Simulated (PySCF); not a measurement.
**Correlation energy of Kr (krypton, neutral)**

[Kr], closed-shell 1S. Calculation: PySCF 2.14, in pcseg-2 (6s5p3d1f, 43 functions); no relativity, point nucleus. Frozen: [Ar] 3d10; 8 electrons correlated.

MP2 pair energies summed by pair of shells (mhartree):

```
 pair   energy  share (%)
4p-4p  -124.28       72.8
4s-4p   -39.07       22.9
4s-4s    -7.33        4.3
```

Total MP2 correlation energy: -170.67 mhartree.

Same-spin part -42.66 and opposite-spin part -128.01 mhartree; SCS-MP2 scales them by 1/3 and 6/5 to -167.83 mhartree.

```tsv
level	correlation energy (mhartree)
CCSD	-186.43
(T)	-5.38
CCSD(T)	-191.81
```

Diagnostics: T1 = 0.0018, D1 = 0.0049, largest double amplitude 0.045.

Cost of the coupled-cluster step: 0.24 s of wall time on 1 thread of Neoverse-N1 (shared host), for 8 correlated electrons.

Iterations:

```
CC2 = 0
CCSD nocc = 4, nmo = 29
frozen orbitals [0, 1, 2, 3, 4, 5, 6, 7, 8, 9, 10, 11, 12, 13]
max_cycle = 100
direct = 0
conv_tol = 1e-08
conv_tol_normt = 1e-06
diis_space = 8
diis_start_cycle = 0
Init t2, MP2 energy = -2752.19482071643  E_corr(MP2) -0.170671163648707
Init E_corr(CCSD) = -0.170671163656122
cycle = 1  E_corr(CCSD) = -0.183401198061741  dE = -0.0127300344  norm(t1,t2) = 0.0209995
cycle = 2  E_corr(CCSD) = -0.185790418600617  dE = -0.00238922054  norm(t1,t2) = 0.0052821
cycle = 3  E_corr(CCSD) = -0.186448330572031  dE = -0.000657911971  norm(t1,t2) = 0.0015185
cycle = 4  E_corr(CCSD) = -0.186431382989917  dE = 1.69475821e-05  norm(t1,t2) = 0.000137577
cycle = 5  E_corr(CCSD) = -0.186428013575288  dE = 3.36941463e-06  norm(t1,t2) = 1.34212e-05
cycle = 6  E_corr(CCSD) = -0.186428469063574  dE = -4.55488286e-07  norm(t1,t2) = 2.36306e-06
cycle = 7  E_corr(CCSD) = -0.186428485149219  dE = -1.6085645e-08  norm(t1,t2) = 4.4691e-07
cycle = 8  E_corr(CCSD) = -0.186428471340758  dE = 1.38084612e-08  norm(t1,t2) = 7.44406e-08
cycle = 9  E_corr(CCSD) = -0.186428471569352  dE = -2.28594338e-10  norm(t1,t2) = 1.24796e-08
CCSD converged
E(CCSD) = -2752.210578024346  E_corr = -0.1864284715693522
CCSD(T) correction = -0.00537519964773108
```
